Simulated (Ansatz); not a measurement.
Cost and result for the atomization energy of C$_{4}$H$_{10}$Cl$_{3}$NSi (`CC(C)(C)N[Si](Cl)(Cl)Cl`) (19 atoms, 18 bonds).

Cartesian coordinates in Å:
```
C 0.8872 1.2284 0.1115
C 0.0036 0.0558 0.5134
C -1.3870 0.5585 0.8959
C 0.6346 -0.6782 1.6908
N -0.1012 -0.8955 -0.6008
Si -0.0238 -0.6751 -2.2649
Cl -1.2331 0.8163 -2.9712
Cl 1.8426 -0.2379 -2.9613
Cl -0.6165 -2.4397 -3.0941
H 0.4710 1.7733 -0.7399
H 0.9640 1.9313 0.9431
H 1.8920 0.8926 -0.1497
H -1.8514 1.0802 0.0569
H -2.0341 -0.2765 1.1771
H -1.3331 1.2456 1.7442
H 1.6289 -1.0438 1.4270
H 0.7233 -0.0159 2.5547
H 0.0215 -1.5340 1.9892
H -0.4885 -1.7855 -0.3218
```

Total charge 0; spin multiplicity 1. All single points use the PBE0-D4/def2-TZVP geometry. It is one conformer, not always the lowest. Program: Ansatz. All runs use 4 threads of an AMD EPYC 7R13 on a shared host and a share of an NVIDIA H100 80 GB. Times are those of one run each, without the atoms' runs, and a repeat can differ threefold. Electronic energies, without spin–orbit coupling; frozen cores. CCSD(T)/CBS adds CCSD(T) − MP2 in def2-TZVPP to the MP2 limit, and its time is that of the two runs behind it. T1 = 0.009. B3LYP takes the VWN-RPA correlation (the form of Gaussian; ORCA's B3LYP/G). HSE06 is the plane-wave form, built on full-range PBE exchange.

CCSD(T)/CBS is a level of theory with its own doubt, some kJ/mol a heavy atom from the limit and from the frozen cores, so smaller differences don't rank the functionals.

```csv
level,functions,wall time,atomization (kcal/mol),difference from CCSD(T)/CBS,per bond
BLYP-D4/def2-TZVPP,463,7 s,1733.2,-15.7,-0.9
BHLYP-D4/def2-TZVPP,463,10 s,1703.7,-45.2,-2.5
CCSD(T)/def2-SVP,192,11 s,1652.9,-96.0,-5.3
B2PLYP/def2-TZVPP,463,11 s,1722.2,-26.7,-1.5
MP2/def2-QZVPP,865,11 s,1763.4,14.5,0.8
B3LYP-D4/def2-TZVPP (with forces),463,12 s,1742.3,-6.6,-0.4
PBE-QIDH/def2-TZVPP,463,12 s,1746.7,-2.2,-0.1
B97M-V/def2-TZVPP,463,12 s,1757.3,8.4,0.5
r2SCAN-D4/def2-TZVPP (with forces),463,14 s,1753.2,4.3,0.2
ωB97M-V/def2-TZVPP (with forces),463,14 s,1757.5,8.6,0.5
HSE06-D4/def2-TZVPP,463,14 s,1760.1,11.2,0.6
CCSD(T)/def2-TZVPP,463,24 s,1702.1,-46.8,-2.6
CCSD(T)/CBS(def2),–,35 s,1748.9,0.0,0.0
```

From BLYP to BHLYP (50 % exact exchange), in def2-TZVPP and without D4, the atomization energy moves by −15.1 kcal/mol: exact exchange takes away binding that semilocal exchange gives to molecules. At CCSD(T), def2-SVP lies −96.0 kcal/mol from the extrapolated value and def2-TZVPP −46.8 kcal/mol: correlation converges slowly with the basis, and small sets miss more of it in the bonded molecule than in its fragments. The D4 term adds +25.8 kcal/mol with B3LYP and +13.9 kcal/mol with PBE0; it sums over pairs of atoms, weighted by their polarisabilities, and B3LYP, whose exchange is more repulsive, gets the larger term.
